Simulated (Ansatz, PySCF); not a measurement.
Species: SnCl$_{3}$, charge 0, multiplicity 2. It need not be the lowest isomer of its formula. SMILES: [Cl][Sn]([Cl])[Cl]
Geometry from a B3LYP-D3(BJ)/def2-TZVP (Ansatz, a first-principles code) optimisation:
```xyz
4

Sn    -0.2740    -0.2980    -0.1515
Cl     0.1016     1.4065    -1.7413
Cl    -1.1145     0.7217     1.8048
Cl     1.8187    -1.2517     0.3820
```
Charge 0, spin multiplicity 2.

Quantity: vertical ionisation energy (to the singlet state of charge +1; each state is the SCF solution reached for its spin; the molecule has degenerate orbitals, so one determinant may break the symmetry), in eV. Cores are frozen in the correlated levels unless marked. UHF or UKS for open shells. No spin-orbit coupling. Frozen are the shells of the preceding noble gas and the d and f shells that filled before the atom's block. Past Kr the def2 sets carry scalar-relativistic core potentials. Basis-set limits of correlation are two-point, X^-3; Hartree-Fock from the larger set. The bracket is a focal-point correction in the basis named.

| level | program | vertical ionisation energy (eV) |
|---|---|---|
| HF/def2-QZVPPD | Ansatz | 9.67 |
| r2SCAN/def2-TZVPD | Ansatz | 9.77 |
| B2PLYP/def2-TZVPD | Ansatz | 9.65 |
| MP2/def2-TZVPPD | Ansatz | 9.60 |
| RI-MP2/def2-TZVPPD | Ansatz | 9.60 |
| SCS-MP2/def2-SVPD | Ansatz | 9.58 |
| RI-MP2/CBS(def2-TZVPPD,def2-QZVPPD)+[CCSD(T)-MP2]/def2-TZVPPD | Ansatz | 9.63 |

For comparison, minus the highest occupied orbital energy (PySCF): 7.30 eV at TPSSh/def2-TZVPD, 9.09 eV at CAM-B3LYP/def2-TZVPD, 10.60 eV at HF/def2-TZVPD.
